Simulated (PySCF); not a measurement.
Ligands exchanged one at a time, B H-SiH3. Gas-phase values, no solvent. Strings in code marks are SMILES.

The numbers are results of TPSSh-D3(BJ)/def2-TZVP // B3LYP-D3(BJ)/def2-TZVP (PySCF), not measurements. All candidates: neutral, multiplicity 1. Delta-SCF ions had no search for a lower state. Excitations are Tamm–Dancoff values on a coarser integration grid. The basis has no diffuse functions, so Rydberg states are missing or too high.

```json
{
 "vertical ionisation energy (Delta-SCF)": "9.58 eV",
 "dipole_moment": "0.09 D",
 "S1 excitation (TDA)": "3.31 eV"
}
```

Problem. Say which member has these values.
A. `[SiH3]B[SiH3]`
B. `B[SiH3]`
C. `[SiH3]B([SiH3])[SiH3]`

Solution. C, `[SiH3]B([SiH3])[SiH3]`. The others give `B[SiH3]`: 10.70 eV, 0.36 D, 4.45 eV; `[SiH3]B[SiH3]`: 9.83 eV, 0.39 D, 3.62 eV
